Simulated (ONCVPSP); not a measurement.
Xe, ONCV: configuration errors across variants

* Element: xenon
* Generator: ONCVPSP 4.0.1
* Type: optimised norm-conserving Vanderbilt (ONCV)
* Functional: BLYP
* Relativity: fully relativistic
* Frozen core: [Ar] 3d10
* Valence charge: 26
* Reference configuration: 4s2 4p6 4d10 5s2 5p5.75 (charge +0.25)
* Partial waves: 4s+5s: rc 1.30 bohr, ncon 5, nbas 10, qcut 10.2 1/bohr, 3 projectors, debl 3.7 Ha; 4p+5p: rc 1.20 bohr, ncon 4, nbas 8, qcut 10.5 1/bohr, 2 projectors; 4d: rc 1.25 bohr, ncon 5, nbas 10, qcut 12 1/bohr, 2 projectors, debl 1.5 Ha
* Local potential: polynomial inside 1.15 bohr (lpopt 5, dvloc0 0 Ha)
* Core correction: polynomial model core, fcfact 0.75

Open shells are filled in proportion to 2j + 1.

In the d channel the program set the typed energies aside and used -2.229, 0.250 Ha (j = l + 1/2; the other j can differ).

All-electron excitation energies from the reference (eV): (1) 4s2 4p6 4d10 5s2 5p6 -2.282; (2) 4s2 4p6 4d10 5s2 5p5 10.103; (3) 4s2 4p6 4d10 5s2 5p4 31.709; (4) 4s2 4p6 4d10 5s2 5p3 63.318.

3 further variants failed, have other tests or another functional or relativity, and are left out.

Errors AE − PS in meV (a dash: test not solved or not reliable):

| change | (1) | (2) | (3) | (4) | bound ghosts | GHOST(+) flags above zero |
| --- | --- | --- | --- | --- | --- | --- |
| base | -0.2 | +0.7 | +1.7 | +2.7 | none | s |
| p: nbas 9 | -0.2 | +0.6 | +1.7 | +2.7 | none | s |
| s: rc 1.7 | -0.1 | +0.7 | +1.9 | +3.2 | none | none |
| s: qcut 9.7; p: qcut 9.9; d: qcut 11.4 | -0.2 | +0.7 | +1.7 | +2.7 | none | s |
| s: qcut 13.3 | -0.2 | +0.6 | +1.5 | +2.1 | none | s |
| local potential polynomial inside 1.20 bohr (lpopt 5, dvloc0 4 Ha) | -0.2 | +0.7 | +1.8 | +2.9 | none | none |
| core correction Teter function, fcfact 2.75, rcfact 1.8 | -0.2 | +0.6 | +1.7 | +2.6 | none | s |
| local potential polynomial inside 1.15 bohr (lpopt 5, dvloc0 8 Ha) | -0.2 | +0.7 | +1.7 | +2.7 | none | none |

(1) Give the same row for: all radii but the core radius scaled by about 1.28 (s 1.66, p 1.54, d 1.60 bohr); local potential polynomial inside 1.46 bohr (lpopt 5, dvloc0 0 Ha).

Answers

(1) 0.0, +0.1, +0.3, +0.4; bound ghosts: none; GHOST(+) flags above zero: none.
